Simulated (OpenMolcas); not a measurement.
## Computed transition rates of N+

```json
{"Program": "OpenMolcas", "Method": "SS-CASPT2, IPEA 0.25 Eh, imaginary shift 0.1 Eh (closed shells correlated: 1s 2s)", "Basis": "ANO-R3 [4s4p2d1f]", "Scalar Hamiltonian": "X2C, finite nucleus", "Active space": "2 electrons in 3 orbitals (2p)", "State averaging": "2S+1 = 3 even, 3 roots; 2S+1 = 1 even, 6 roots", "Spin-orbit coupling": "RASSI with atomic mean-field integrals over the reference wave functions, term energies averaged over their components"}
```

Rates come from the transition moments of the reference wave functions (E1 and E2 in the length form). At fixed line strength A goes as λ^-3 for E1 and M1 and as λ^-5 for E2, so a rate at the computed wavelength can be rescaled to the measured one. Measured vacuum wavelengths follow from level energies in NIST Handbook of Basic Atomic Spectroscopic Data. Branching counts decays inside the model space alone, at computed energies, and the table is only a selection of the E2 and M1 lines, drawn from those between levels with measured partners whose computed energy lies within a factor of 1.5 of the measured one.

```tsv
Upper	Lower	Type	λ computed (nm)	λ measured (nm)	A computed (s-1)	A rescaled (s-1)	Branching %
2s² 2p² ¹S₀	2s² 2p² ¹D₂	E2	508.4	575.6	2.21e+00	1.19e+00	98.6
2s² 2p² ¹S₀	2s² 2p² ³P₁	M1	284.6	306.4	3.22e-02		1.4
2s² 2p² ¹D₂	2s² 2p² ³P₂	M1	650.6	658.5	2.65e-03		74.4
2s² 2p² ¹D₂	2s² 2p² ³P₁	M1	646.7	655	8.99e-04		25.3
2s² 2p² ³P₂	2s² 2p² ³P₁	M1	107200	121800	1.10e-05	7.50e-06	100.0
```

Spin-changing lines and M1 lines between different terms are not rescaled, since their strength hangs on the term gaps too.

The largest correction is for 2s² 2p² ¹S₀ → 2s² 2p² ¹D₂ (E2): 2.21e+00 × (508.4 / 575.6)^5 = 1.19e+00 s-1, a factor of 0.54.

No measured rate stands beside these. Rescaling mends the energy factor alone: line strengths can still be far off where a level mixes with configurations outside the active space, and weak or spin-changing lines hang on small mixing coefficients that depend on the term gaps too, so rescaling need not improve them.

CASPT2 breaks the degeneracy within a term, and the mean is taken; among the terms shown or strongly mixed into the levels shown the widest spread is 97 cm-1 (2s² 2p² ¹D). With the s shell closed, the reference lacks s² → p² mixing. Measured partners are found by configuration, term and J. A level has none where our copy of the source lacks it or the pairing is in doubt (some pairs that miss far off the trend of their configuration count as doubtful). Only configurations of the active space appear.
